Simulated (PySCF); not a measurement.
Species: C5H7NO3.
SMILES with atom numbers: `[CH2:1]=[CH:2][O:3][C:4](=[O:5])[CH2:6][C:7]([NH2:8])=[O:9]` (hydrogens: H10, H11 on C1; H12 on C2; H13, H14 on C6; H15, H16 on N8)

All values: PBE0/def2-SVPD (PySCF, non-relativistic), on one gas-phase PBE0-D3(BJ)/def2-SVP geometry that isn't relaxed in the solvent. The solvent is an IEF-PCM continuum (van der Waals radii × 1.2). Specific hydrogen bonds and non-electrostatic terms are outside this model.

Gas phase at PBE0/def2-SVPD: HOMO -7.65 eV, LUMO -1.08 eV, dipole 3.04 D.

Q: What does the continuum do to the energy, the frontier levels and the dipole at PBE0/def2-SVPD in dichloromethane and acetonitrile?

A: 
```
        solvent      ε  E(solvent) − E(gas) (kcal/mol)  polarisation term (kcal/mol)  distortion of the solute (kcal/mol)  HOMO (eV)  LUMO (eV)  dipole (D)
dichloromethane   8.93                           -8.69                         -9.83                                 1.14      -7.58      -0.89        3.74
   acetonitrile  35.69                           -9.97                        -11.48                                 1.51      -7.57      -0.87        3.85
```

Polarisation term: ½ Σ q·V over the induced surface charges. Distortion: the rise of the solute's own energy as its density leaves the gas-phase optimum. The atom shares or the degeneracy of the HOMO differ from the gas phase in dichloromethane and acetonitrile, so that column needn't follow one orbital. From dichloromethane to acetonitrile the lowering changes by a factor 1.15, Onsager's factor (ε − 1)/(2ε + 1) by 1.14 and ε itself by 4.0.

Q: Which radius a makes the point-dipole formula ΔE = −[(ε − 1)/(2ε + 1)]·μ²/a³ give the value in acetonitrile, with the gas-phase dipole?

A: μ = 1.197 au and |ΔE| = 0.01589 Eh give a = 1.86 Å; the farthest nucleus lies 4.44 Å from the centroid of the nuclei, so such a sphere wouldn't even hold the nuclei. The formula assumes a rigid point dipole at the centre of a sphere.

Q: How does the static polarisability (PBE0/def2-SVPD, frozen core, with the continuum's full static response) change?

A: 
| medium | isotropic (au) | principal values (au) | ⟨r²⟩ of the electrons (bohr²) |
| --- | --- | --- | --- |
| gas | 82.5 | 55.5, 78.5, 113.6 | 1577.7 |
| dichloromethane | 103.6 | 70.9, 103.3, 136.6 | 1578.1 |
| acetonitrile | 107.5 | 74.5, 108.1, 140.0 | 1578.2 |

The isotropic value in acetonitrile is 1.30 times the gas-phase one; no cavity-field correction is applied. ⟨r²⟩ is taken about the centre of nuclear charge.

Rough CPU time on one thread of a shared machine: about 90 s. This is the whole response run at PBE0/def2-SVPD in acetonitrile, SCF included.
